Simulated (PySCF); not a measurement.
C$_{2}$H$_{7}$AlO$_{2}$, singlet, geometry from GFN2-xTB (such geometries of metal compounds can be far from the true shape), with bond 10-7 at 1.8 times its length.

Here is a job for PySCF.
```python
from pyscf import gto, scf, mcscf
import numpy

mol = gto.M(
    atom='''
Al    0.31749978   -0.25262568    1.15443645
H     0.62242307   -1.70768518    1.31745954
O     0.55390032    0.67666962    2.48672999
H     0.69302469    1.21050334    3.25542679
O    -0.21956599    0.22685603   -0.32803958
C    -0.62972894    0.42671272   -1.64753553
C    -0.30511129   -0.78275227   -2.51558982
H    -1.71152904    0.61049307   -1.65780446
H    -0.12506718    1.31567383   -2.04645916
H    -1.20599154   -2.36808753   -1.80427583
H    -0.63368828   -0.61013580   -3.53731377
H     0.76730671   -0.96318916   -2.50933872
''',
    basis='sto-3g',
    verbose=4,
)

mf = scf.RHF(mol)
mf.kernel()
mc = mcscf.CASSCF(mf, 5, 4)
mc.kernel()
occ = numpy.linalg.eigvalsh(mc.fcisolver.make_rdm1(mc.ci, mc.ncas, mc.nelecas))[::-1]
ss = mc.fcisolver.spin_square(mc.ci, mc.ncas, mc.nelecas)[0]
print('natural occupations', occ.round(4), ' <S^2>', round(ss, 4))
```

Task: Predict the SCF-reference HOMO energy from CASSCF(4,5)/STO-3G in PySCF.

Result: -7.31 eV

Task: What is the computed SCF-reference HOMO-LUMO gap (CASSCF(4,5)/STO-3G)?

Result: 13.42 eV

Task: Predict the SCF-reference dipole moment from CASSCF(4,5)/STO-3G.

Result: 1.28 D

Task: Give the number of basis functions at the level CASSCF(4,5)/STO-3G.

Result: 36

Task: What natural occupations of the active orbitals does CASSCF(4,5)/STO-3G give?

Result: 1.98, 1.72, 0.28, 0.02, 0.00

Task: Predict the SCF-reference Mulliken (on the basis functions themselves) charges in atom order from CASSCF(4,5)/STO-3G.

Result: Al1 1.19, H2 -0.29, O3 -0.63, H4 0.19, O5 -0.56, C6 0.04, C7 -0.09, H8 0.05, H9 0.05, H10 -0.05, H11 0.06, H12 0.06
